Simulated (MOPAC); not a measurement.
MOPAC input (PM7):

```
PM7 FORCE THERMO(298,298) PRECISE LET UHF MS=0.5 GEO-OK AUX(PRECISION=9) THREADS=1
ClOSn

Sn   -0.29666409 1    0.26322201 1   -0.21806341 1
O    -1.55207479 1   -1.04720294 1   -0.42315093 1
Cl    1.63248872 1   -0.47186669 1    0.91084896 1
```

Output:

```
 *******************************************************************************
 **                                                                           **
 **                              MOPAC v23.2.5                                **
 **                                                                           **
 *******************************************************************************
 ** MOPAC's Digital Object Identifier: https://doi.org/10.5281/zenodo.6511958 **
 **                                                                           **
 ** Please cite the open-source release paper for use of this MOPAC version:  **
 ** J. E. Moussa and J. J. P. Stewart (2026)                                  **
 ** MOPAC: An open-source semiempirical molecular orbital program             **
 ** J. Open Source Softw., 11(119), 8025, https://doi.org/10.21105/joss.08025 **
 *******************************************************************************

                              PM7 CALCULATION RESULTS

 *******************************************************************************
 *  PM7        - The PM7 Hamiltonian to be used
 *  GEO-OK     - OVERRIDE INTERATOMIC DISTANCE AND OTHER SAFETY CHECKS
 *  UHF        - UNRESTRICTED HARTREE-FOCK CALCULATION
 *  MS=        - IN MECI, MAGNETIC COMPONENT OF SPIN =  0.5
 *  LET        - OVERRIDE SOME SAFETY CHECKS
 *  PRECISE    - TIGHTER CRITERIA TO BE USED
 *  FORCE      - FORCE CALCULATION SPECIFIED
 *  AUX        - OUTPUT AUXILIARY INFORMATION
 *  THERMO     - THERMODYNAMIC QUANTITIES TO BE CALCULATED
 *******************************************************************************
PM7 FORCE THERMO(298,298) PRECISE LET UHF MS=0.5 GEO-OK AUX(PRECISION=9) THREADS=1
 ClOSn

   ATOM   CHEMICAL          X               Y               Z
  NUMBER   SYMBOL      (ANGSTROMS)     (ANGSTROMS)     (ANGSTROMS)

     1      Sn         -0.29666409  *   0.26322201  *  -0.21806341  *
     2       O         -1.55207479  *  -1.04720294  *  -0.42315093  *
     3      Cl          1.63248872  *  -0.47186669  *   0.91084896  *

          CARTESIAN COORDINATES

    NO.       ATOM           X           Y           Z

     1        Sn         -0.2967      0.2632     -0.2181
     2         O         -1.5521     -1.0472     -0.4232
     3        Cl          1.6325     -0.4719      0.9108

 General Reference for PM7:
 "Optimization of Parameters for Semiempirical Methods VI: More Modifications to the
 NDDO Approximations and Re-optimization of Parameters", J. J. P. Stewart, J. Mol. Mod., 1:32, 19 (2013)
 https://link.springer.com/article/10.1007/s00894-012-1667-x

           Empirical Formula: O Sn Cl  =     3 atoms

      MOLECULAR POINT GROUP   :   Cs

          UHF CALCULATION, NO. OF ALPHA ELECTRONS =    9
                           NO. OF BETA  ELECTRONS =    8

          HEAT OF FORMATION =      -6.917948 KCALS/MOLE

          CARTESIAN COORDINATE DERIVATIVES

   NUMBER  ATOM         X            Y            Z

     1      Sn     -0.003387     0.003399     0.000000
     2       O      0.001550     0.000099    -0.000000
     3      Cl      0.001836    -0.003499    -0.000000

 DIPOLE           X         Y         Z       TOTAL
 POINT-CHG.    -2.805    -5.591     0.000     6.255
 HYBRID         1.485     1.336     0.000     1.997
 SUM           -1.320    -4.255     0.000     4.455

          GRADIENT NORM =   0.00641

          MOLECULAR WEIGHT =  170.14

          ROTATIONAL CONSTANTS IN CM(-1)

          A =    0.49358113   B =    0.09321653   C =    0.07840849

           PRINCIPAL MOMENTS OF INERTIA IN UNITS OF 10**(-40)*GRAM-CM**2

          A =       56.7136   B =      300.2982   C =      357.0117

          ORIENTATION OF MOLECULE IN FORCE CALCULATION

    NO.       ATOM         X         Y         Z

     1         Sn       0.0211   -0.4508    0.0000
     2          O       1.8474   -0.4508    0.0000
     3         Cl      -0.9043    1.7125   -0.0000

    FIRST DERIVATIVES WILL BE USED IN THE CALCULATION OF SECOND DERIVATIVES

    FOR POINT-GROUP Cs   THERE ARE   2 UNIQUE SYMMETRY FUNCTIONS.

(To convert to Hartree/Bohr^2, multiply by (10^(-21) x N x a0^2)/(4.184 x 627.51) =  0.0642)

           FORCE MATRIX IN MILLIDYNES/ANGSTROM

                 Sn  1       O  2      Cl  3
 ------------------------------------------
    Sn    1   4.116318
     O    2   2.817905   2.807310
    Cl    3   2.418630   0.131875   2.392180

          HEAT OF FORMATION =      -6.917948 KCALS/MOLE

          ZERO POINT ENERGY       1.572 KCAL/MOL

           NORMAL COORDINATE ANALYSIS (Total motion = 1 Angstrom)

   Root No.       1         2         3

                 1 A'      2 A'      3 A'

                 133.6     382.4     583.5

           1   -0.0633    0.0534   -0.1170
           2   -0.0955   -0.1785    0.0155
           3    0.0000    0.0000   -0.0000
           4   -0.0508    0.1658    0.8323
           5    0.6471    0.0034   -0.0109
           6   -0.0000   -0.0000    0.0000
           7    0.2347   -0.2537    0.0160
           8    0.0278    0.5961   -0.0470
           9   -0.0000   -0.0000    0.0000

           MASS-WEIGHTED COORDINATE ANALYSIS (NORMAL COORDINATES)

   Root No.       1         2         3

                 1 A'      2 A'      3 A'

                 133.6     382.4     583.5

           1   -0.2149    0.1320   -0.3558
           2   -0.3246   -0.4411    0.0472
           3    0.0000    0.0000   -0.0000
           4   -0.0633    0.1504    0.9296
           5    0.8074    0.0031   -0.0122
           6   -0.0000   -0.0000    0.0000
           7    0.4358   -0.3426    0.0265
           8    0.0516    0.8050   -0.0781
           9   -0.0000   -0.0000    0.0000

          DESCRIPTION OF VIBRATIONS

 VIBRATION          1    1A'         ATOM PAIR     ENERGY CONTRIBUTION    RADIAL
 FREQUENCY           133.59         Sn1 -- O 2         +78.2% ( 86.5%)      1.8%
 TRANSITION DIPOLE   1.9948         Sn1 -- Cl3         +21.8% ( 45.7%)      1.4%
 TRAVEL (Ang.)       0.2150
 REDUCED MASS       10.9236
 EFFECTIVE MASS     35.7728
 FORCE CONSTANT      0.1149

 VIBRATION          2    2A'         ATOM PAIR     ENERGY CONTRIBUTION    RADIAL
 FREQUENCY           382.36         Sn1 -- Cl3         +93.6% (100.0%)     99.8%
 TRANSITION DIPOLE   3.6806         Sn1 -- O 2          +6.4% ( 26.2%)      0.2%
 TRAVEL (Ang.)       0.0822
 REDUCED MASS       26.1109
 EFFECTIVE MASS     49.3043
 FORCE CONSTANT      2.2491

 VIBRATION          3    3A'         ATOM PAIR     ENERGY CONTRIBUTION    RADIAL
 FREQUENCY           583.47         Sn1 -- O 2         +97.3% ( 99.4%)     99.8%
 TRANSITION DIPOLE   0.5443         Sn1 -- Cl3          +2.7% ( 16.4%)     43.6%
 TRAVEL (Ang.)       0.0911
 REDUCED MASS       13.9250
 EFFECTIVE MASS     24.1946
 FORCE CONSTANT      2.7931

      SYMMETRY NUMBER FOR POINT-GROUP Cs  =  1

          SYSTEM IS A GROUND STATE

 ClOSn

          MOLECULE IS NOT LINEAR

          THERE ARE  3 GENUINE VIBRATIONS IN THIS SYSTEM
          THIS THERMODYNAMICS CALCULATION IS LIMITED TO
          MOLECULES WHICH HAVE NO INTERNAL ROTATIONS

                    CALCULATED THERMODYNAMIC PROPERTIES
                                          *
   TEMP. (K)   PARTITION FUNCTION   H.O.F.    ENTHALPY  HEAT CAPACITY ENTROPY
                                   KCAL/MOL   CAL/MOLE    CAL/K/MOL  CAL/K/MOL

 298.00  VIB.     0.2657D+01                   732.5925     4.4936     4.4003
         ROT.     0.8796D+05                   888.2803     2.9808    25.6045
         INT.     0.2337D+06                  1620.8728     7.4744    30.0048
         TRA.     0.2146D+28                  1480.4672     4.9680    41.3000
         TOT.                       -6.918    3101.3400    12.4424    71.3047

   *: NOTE: HEATS OF FORMATION ARE RELATIVE TO THE
            ELEMENTS IN THEIR STANDARD STATE AT 298K
              (=  Standard Enthalpy of Formation).

            Hvib:  Zero-point energy is not included.
                   frequencies of less than zero cm-1 are not included.
            Hrot = (3/2)RT
            Htra = (3/2)RT + pV = (5/2)RT

            Heat capacity is Cp, not Cv

          For more information, see: HTTP://OpenMOPAC.net/Manual/thermochemistry.html

           FORCE CONSTANT IN CARTESIAN COORDINATES (Millidynes/A)

    ATOM   CHEMICAL       X               Y               Z
   NUMBER   SYMBOL  FORCE CONSTANT  FORCE CONSTANT  FORCE CONSTANT

      1      Sn        3.250874        2.172882        0.002084
      2       O        2.805075        0.110302        0.000240
      3      Cl        0.434226        2.023380        0.000469

 **********************
 *                    *
 * JOB ENDED NORMALLY *
 *                    *
 **********************

 == MOPAC DONE ==
```
